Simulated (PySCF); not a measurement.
**Gas-phase XPS of cyclo-(H2GeO)3, computed**

Species: cyclo-(H2GeO)3.
Geometry (PBE0-D3(BJ)/def2-SVP, Å), atoms numbered from 1 in this order:
```
atom  x, y, z in Å
Ge1    0.6418   -1.1993   -1.2819
H2     0.1729   -2.6624   -1.2961
H3     1.6410   -0.8414   -2.3909
O4     1.4049   -0.8676    0.2828
Ge5    0.9147    0.1822    1.6234
H6     2.0506    1.1781    1.8968
H7     0.5383   -0.6997    2.8243
O8    -0.5177    1.0965    1.1234
Ge9   -1.5193    1.0072   -0.3350
H10   -2.9113    0.4880    0.0573
H11   -1.5221    2.3892   -1.0036
O12   -0.7783   -0.1535   -1.4495
```

Method: PySCF, delta-SCF UKS SCAN, pcX-2 on the ionised atom, pcseg-1 elsewhere, spin-free X2C. Vertical ΔSCF values, vacuum level as zero.

**Question.** Give the core binding energies atom by atom.

**Answer.** 
```csv
atom(s),environment,level,binding energy (eV),count
O4/O8/O12,oxygen bonded to 2 Ge,O 1s,537.01,3
```

**Question.** What is the longest wavelength that can ionise O 1s of O4/O8/O12 vertically?

**Answer.** λ = hc/E = 12398.42 eV Å / 537.01 eV = 23.088 Å.

The first atom of each set that the bonding makes equivalent was ionised and stands for the set. No level of germanium is listed. The structure is a single PBE0-D3(BJ)/def2-SVP conformer in the gas phase; no vibrational or solvent corrections.
